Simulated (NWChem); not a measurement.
Molecule: C3H4BFO; SMILES C1B(O)[C@H](F)C=1

```xyz
10

O      0.9907     1.7689    -0.1326
B      0.0779     0.8211     0.1499
C     -1.4378     0.6840    -0.0979
C     -1.2437    -0.6591    -0.1021
C      0.1446    -0.7530     0.4804
F      1.0451    -1.5247    -0.2309
H      1.8958     1.4661    -0.0011
H     -2.3370     1.2510    -0.3445
H     -1.8860    -1.4827    -0.4450
H      0.1567    -1.0921     1.5302
```
Atoms are numbered in this order, from 1.

All runs use the structure optimised with PBE0/def2-SVP.

**Question.** Give the principal values of the shielding tensors (ppm) of O1, B2, C3, C4, C5 from PBE0/pcSseg-1, GIAO (NWChem), with their diamagnetic and paramagnetic parts as GIAO splits them.

**Answer.** 
```tsv
atom	σ11	σ22	σ33	isotropic	diamagnetic	paramagnetic
O1	94.1	201.1	314.5	203.2	387.6	-184.4
B2	39.6	58.1	101.7	66.5	191.4	-124.9
C3	-72.2	-4.4	171.2	31.5	252.3	-220.8
C4	-122.6	-2.8	158.1	10.9	256.4	-245.5
C5	60.4	81.7	150.8	97.6	244.6	-147.0
```
